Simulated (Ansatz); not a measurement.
Coupled-cluster diagnostics for CoPt2 (the lowest doublet isomer of a short search), Ansatz.

Geometry of the doublet (PBE0-D4/def2-TZVP):

```xyz
3

Pt   -1.354   -0.181    0.392
Pt    0.359    0.269   -1.348
Co    0.994   -0.088    0.956
```

In the def2 sets Pt takes a core potential; there is no spin–orbit coupling. Correlated methods freeze 5 core orbitals; core or outer-core shells of Pt, Co are correlated, in sets that lack core-valence functions. In CCSD on the charge 0 doublet the largest single amplitude is 0.92, so its Hartree–Fock determinant may place the open shell otherwise than the density functionals do. The geometry of the doublet was relaxed on an unsound state (⟨S²⟩ 1.77, where a pure state has 0.75). At PBE0-D4/def2-TZVP a triplet of charge 1 lies 2.27 eV below the restricted singlet at the same geometry. That triplet is doubtful there (⟨S²⟩ 3.03, where a pure state has 2.00). The structure comes from a short search, and lower isomers may exist.

Geometry of the charge 0 quartet (PBE0-D4/def2-TZVP):

```xyz
3

Pt    1.343    0.377    0.308
Pt   -1.107    0.068    0.900
Co   -0.236   -0.445   -1.209
```

Geometry of the charge 0 sextet (PBE0-D4/def2-TZVP):

```xyz
3

Pt   -1.090    0.195    0.899
Pt    0.619   -1.256   -0.275
Co    0.471    1.061   -0.624
```

**Question.** Estimate the CCSD(T) correlation energy, the shares of MP2 and (T), T1 and the reference's ⟨S²⟩ for: charge 0, doublet, own geometry in def2-TZVP; charge 0, quartet, own geometry in def2-TZVP; charge 0, sextet, own geometry in def2-TZVP; charge 1, singlet, vertical in def2-TZVP; and the rough time on 4 threads of Arm Neoverse V2 on a shared host.

**Answer.** 
```json
{"state": "charge 0, doublet, own geometry", "basis": "def2-TZVP", "correlation (eV)": "-36.823", "MP2 share (%)": "105.8", "(T) share (%)": "3.6", "T1": "0.150", "⟨S²⟩ (pure)": "1.80 (0.75)", "wall time": "2.9 min", "remarks": "flagged by the program, large T1 (0.150), spin-contaminated (⟨S²⟩ 1.80)"}
{"state": "charge 0, quartet, own geometry", "basis": "def2-TZVP", "correlation (eV)": "-36.511", "MP2 share (%)": "103.2", "(T) share (%)": "4.1", "T1": "0.064", "⟨S²⟩ (pure)": "4.14 (3.75)", "wall time": "64 s", "remarks": "large T1 (0.064), spin-contaminated (⟨S²⟩ 4.14)"}
{"state": "charge 0, sextet, own geometry", "basis": "def2-TZVP", "correlation (eV)": "-35.396", "MP2 share (%)": "102.8", "(T) share (%)": "3.8", "T1": "0.062", "⟨S²⟩ (pure)": "8.95 (8.75)", "wall time": "1.9 min", "remarks": "large T1 (0.062), spin-contaminated (⟨S²⟩ 8.95)"}
{"state": "charge 1, singlet, vertical", "basis": "def2-TZVP", "correlation (eV)": "-38.971", "MP2 share (%)": "104.7", "(T) share (%)": "6.1", "T1": "0.084", "⟨S²⟩ (pure)": "0.00 (0.00)", "wall time": "84 s", "remarks": "large T1 (0.084), restricted SCF unstable"}
```
Customary marks for T1 are 0.02 (closed shells), 0.045 (open shells) and about 0.05 (3d metals). T1 exceeds 0.02 in 4 of 4 rows and 0.045 in 4; the higher it lies, the less the single-reference result can be trusted.
